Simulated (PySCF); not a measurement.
# Basis and Hamiltonian dependence of the excitation energy of Sc

Sc [Ar] 3d1 4s2 (2D) → Sc [Ar] 3d1 4s1 5s1 (4D). All values are computed (PySCF 2.14, energy differences of UHF-based or UKS calculations, no spin-orbit coupling). Values in eV.

```tsv
basis	Hamiltonian	functions	UHF	PBE	PBE0	MP2 (valence)	CCSD(T) (valence)	CCSD(T) (valence and next inner shell)
aug-cc-pVDZ-DK	spin-free X2C	59	3.269	4.101	3.989	3.866	n/a	n/a
ANO-RCC-VTZP	spin-free X2C	59	4.947	5.326	5.305	5.476	5.700	5.680
def2-TZVPPD	non-relativistic	67	4.399	n/a	4.854	4.954	5.094	5.145
x2c-TZVPPall with one added diffuse shell each of s, p, d, f type	spin-free X2C	80	3.275	n/a	n/a	n/a	n/a	4.263
def2-QZVPPD	non-relativistic	93	3.679	n/a	n/a	4.289	4.459	4.560
dyall-av2z	non-relativistic	101	3.248	4.137	4.008	3.864	4.096	n/a
aug-cc-pVTZ with one added diffuse shell each of s, p, d, f, g type	non-relativistic	118	3.236	4.097	3.967	3.884	n/a	n/a
aug-cc-pwCVTZ-DK with one added diffuse shell each of s, p, d, f, g type	spin-free X2C	152	3.255	4.098	3.984	3.912	n/a	n/a
```

Question: Estimate the row for aug-cc-pVQZ-DK (spin-free X2C, 140 functions).

Answer: From the rows with the same Hamiltonian and similar size; the calculation gives UHF 3.26; PBE 4.10; PBE0 3.99; MP2 (valence) 3.92 (eV).

Frozen in the all-electron rows: valence: [Ar]; valence and next inner shell: [Ne].

At UHF, ANO-RCC-VTZP, def2-TZVPPD lie more than 0.3 eV from the median of the rows with comparable relativity. Of these, ANO-RCC-VTZP, def2-TZVPPD have no diffuse functions of the l that the added or promoted electron needs.

Non-relativistic rows lack the scalar-relativistic shift.
